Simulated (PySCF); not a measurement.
**A single-point calculation**

Ce(SH)3 (singlet in the valence; each metal's 4f electrons, 1 of them, lie in its core potential, out of spins and levels). PySCF 2.14.0, RKS B3LYP, Ce lcecp-1-SVP with ECP47, S def2-SVP, H def2-SVP; non-relativistic Hamiltonian with scalar-relativistic core potentials where named; density fitting; no spin-orbit coupling. Purpose: level B3LYP.

```python
mol = gto.M(atom='''
Ce     0.00000     0.00000     0.56434
S      2.63363    -0.39732     0.99429
H      2.91325     0.91950     1.15272
S     -0.97273     2.47944     0.99429
H     -2.25294     2.06319     1.15272
S     -1.66090    -2.08213     0.99429
H     -0.66031    -2.98270     1.15272''',
    basis={'Ce': 'lcecp-1-SVP', 'S': 'def2-SVP', 'H': 'def2-SVP'},
    ecp={'Ce': 'lcecp-1-SVP'},
    charge=0, spin=0)
mf = dft.RKS(mol, xc='B3LYP')
mf.grids.atom_grid = (75, 302)  # f atoms: unpruned, at least (60, 302)
mf = mf.density_fit()  # fitting sets: Ce AutoAux, S def2-universal-JKFIT, H def2-universal-JKFIT
mf.conv_tol = 1e-08; mf.max_cycle = 55
mf.kernel(dm0)  # dm0: converged density of the relaxed state
mf.nuc_grad_method().kernel()
```

Run from Python with OMP_NUM_THREADS=2; the lines above give its settings. Where DIIS fails, smearing, a level shift and second-order steps follow.
It took 6.5 s on 2 threads of Intel(R) Xeon(R) Platinum 8375C CPU @ 2.90GHz (Ice Lake), on a shared host, from an already converged density.

(1) Where do the frontier levels lie, over both spins?

(2) What are the Mulliken charges and spins?

(3) What forces act on the atoms (eV/Å)?

The geometry was relaxed with r2SCAN (Ce lcecp-1-SVP with ECP47, S def2-SVP, H def2-SVP).

An lcecp potential fixes the number of 4f electrons, so in runs with it no electron can move into or out of that shell.

Answers

(1) HOMO -6.95 eV, LUMO -2.66 eV. The 4f levels lie in the core potential and are missing.

(2) 
```tsv
atom	charge (e)	spin (e)
Ce1	0.806	0.000
S2	-0.350	0.000
H3	0.081	0.000
S4	-0.350	0.000
H5	0.081	0.000
S6	-0.350	0.000
H7	0.081	0.000
```
The spin of the 4f electrons in the core isn't counted.

(3) 
```
Ce   0.00  0.00 -0.03
S    0.10 -0.07  0.00
H    0.02  0.05  0.01
S    0.01  0.12  0.00
H   -0.05 -0.01  0.01
S   -0.11 -0.05  0.00
H    0.03 -0.04  0.01
```
Forces carry noise of the integration grid, about 0.01 to 0.03 eV/Å.
